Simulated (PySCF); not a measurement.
InBr₂, SMILES [In+]([Br])[Br], charge +1. Geometry: PBE-D3(BJ)/def2-SVP. The spin state was assumed, not searched. The isomer is the one that the SMILES or the coordinates give; other isomers of the formula were not compared. The def2 effective core potentials stand for the cores of In; spin–orbit coupling is left out.

Computed equilibrium geometry at PBE-D3(BJ)/def2-SVP (PySCF confirms it by a frequency run) as Cartesian coordinates in Å, and its point group:
point group D∞h.
```xyz
3

In     0.0000     0.0000     0.0000
Br     0.0000     0.0000    -2.3973
Br     0.0000     0.0000     2.3973
```
Charge +1, spin multiplicity 1.
